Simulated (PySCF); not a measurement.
CH8FNSi2, SMILES NC[SiH2][SiH2]F.

The structure is a stationary point at B3LYP-D3(BJ)/def2-SVP. The structure was generated by enumeration, and PubChem lists no compound with its InChIKey, so it may never have been made. The values are those of a single conformer.

Computed with TDA-PBE/def2-SVPD run with PySCF.

Vertical excitations. Gas-phase values at a fixed geometry.

Computed lowest excited states:
```tsv
state	energy (eV)	λ (nm)	f	main pairs
S1	4.07	305	0.033	HOMO→LUMO 97 %
S2	4.79	259	0.004	HOMO→LUMO+1 98 %
S3	5.32	233	0.071	HOMO→LUMO+2 75 %, HOMO→LUMO+3 21 %
S4	5.48	226	0.064	HOMO→LUMO+3 76 %, HOMO→LUMO+2 17 %
S5	5.92	209	0.086	HOMO→LUMO+4 89 %
S6	6.04	205	0.006	HOMO−1→LUMO 93 %
S7	6.19	200	0.004	HOMO→LUMO+5 98 %
S8	6.44	193	0.027	HOMO→LUMO+6 96 %
S9	6.64	187	0.002	HOMO→LUMO+7 84 %
S10	6.75	184	0.010	HOMO→LUMO+8 75 %
T1	3.84	323	0	HOMO→LUMO 99 %
T2	4.56	272	0	HOMO→LUMO+1 99 %
T3	4.89	253	0	HOMO→LUMO+2 99 %
T4	5.36	232	0	HOMO→LUMO+3 99 %
```
Triplets are in the Tamm–Dancoff approximation.
